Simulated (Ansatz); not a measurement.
Relaxation of CH7AlFN (11 atoms, charge 0, multiplicity 1), to a largest force component of 0.03 eV/Å in at most 50 steps.

Computed with RKS PBE0-D4/def2-SVP (Ansatz 0.2.0).

```xyz
11
Properties=species:S:1:pos:R:3:forces:R:3
Al -1.509 0.263 -1.938 1.26 0.82 0.67
F -0.223 1.428 -1.862 -0.95 -0.80 -0.18
H -1.164 -1.127 -2.604 0.00 0.01 0.00
H -2.933 0.788 -1.498 0.00 -0.01 -0.01
H 0.463 0.973 0.161 0.06 -0.02 0.08
N 0.126 0.261 0.810 -0.41 0.01 -0.53
C 1.175 -0.630 1.251 0.06 -0.05 0.00
H -0.316 0.744 1.590 0.02 -0.02 -0.02
H 1.642 -1.120 0.381 -0.04 0.03 0.04
H 1.987 -0.147 1.832 -0.05 -0.02 -0.03
H 0.752 -1.432 1.878 0.02 0.03 -0.02
```

Question: Where does it end, and by what steps?

Answer: It converged. After 11 steps the energy has fallen by 1.174 eV; H3 moved furthest, 1.08 Å. Joined: Al1–N6.

```
step  energy less start (eV)  largest force component (eV/Å)  accepted
   0                  0.0000                           1.265       yes
   1                 -0.1668                           0.937       yes
   2                 -0.3980                           1.007       yes
   3                 -0.7380                           0.950       yes
   4                 -0.9598                           0.706       yes
   5                 -1.0656                           0.676       yes
   6                 -1.1257                           0.583       yes
   7                 -1.1497                           0.489       yes
   8                 -1.1677                           0.152       yes
   9                 -1.1701                           0.251       yes
  10                 -1.1734                           0.123       yes
  11                 -1.1744                           0.022       yes
```

```xyz
11
Properties=species:S:1:pos:R:3
Al -1.026 0.190 -1.261
F -0.212 1.427 -2.093
H -0.621 -1.296 -1.688
H -2.512 0.562 -0.802
H 0.620 1.285 0.199
N 0.055 0.474 0.464
C 0.904 -0.633 0.915
H -0.563 0.791 1.212
H 1.560 -0.944 0.092
H 1.520 -0.360 1.786
H 0.274 -1.494 1.177
```

Whether the end is a true minimum wasn't checked by a vibrational analysis.

The run took 25 s on 2 threads of Arm Neoverse V2, with other jobs on the host, peak memory 0.18 GiB.
